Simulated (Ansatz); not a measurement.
Te2Au3, relaxed as a doublet with UKS PBE-D4/def2-SVP in Ansatz, starting from the GFN1-xTB geometry. Force threshold 0.02 eV/Å.

In the def2 sets Au, Te take a core potential; there is no spin–orbit coupling. The relaxation made no stability test and no search for a lower SCF solution. No other spin state of charge 0 was run. Another isomer (doublet) lies 0.19 eV lower at PBE0-D4/def2-TZVP; other spin states weren't run for this one.

Start:

Cartesian coordinates in Å:
```
Au 1.909 -0.318 -1.686
Au -0.072 -0.187 0.146
Au -1.144 2.292 0.148
Te -2.103 0.497 1.609
Te 1.410 -2.285 -0.217
```

| step | energy (eV) | largest force component (eV/Å) | SCF passes |
| --- | --- | --- | --- |
| 1 | -25673.2714 | 1.391 | 29 |
| 2 | -25673.3461 | 1.113 | 85 |
| 3 | -25673.5547 | 0.477 | 36 |
| 4 | -25673.7271 | 0.480 | 32 |
| 5 | -25673.8682 | 0.361 | 27 |
| 6 | -25673.9659 | 0.094 | 27 |
| 7 | -25673.9705 | 0.055 | 23 |
| 8 | -25673.9725 | 0.004 | 22 |

Force components are those of the run's own axes.

End:

| atom | x (Å) | y (Å) | z (Å) |
| --- | --- | --- | --- |
| Au1 | 2.203 | -0.294 | -1.889 |
| Au2 | -0.292 | -0.759 | 0.596 |
| Au3 | -1.317 | 2.599 | 0.078 |
| Te4 | -2.143 | 0.739 | 1.631 |
| Te5 | 1.550 | -2.284 | -0.416 |

By distances, no bond broke or formed, bridged metal pairs apart. The bond that changes most is Au3–Te4, from 2.51 to 2.56 Å (atoms count from 1). Metal–metal contacts that move far: Au1–Au2 2.70 to 3.55 Å, Au2–Au3 2.70 to 3.55 Å.

No frequencies were taken in this run, so the end may be a saddle point.

Hardware: 4 threads of Intel Xeon Platinum 8259CL on a shared host. Wall time 30 s.
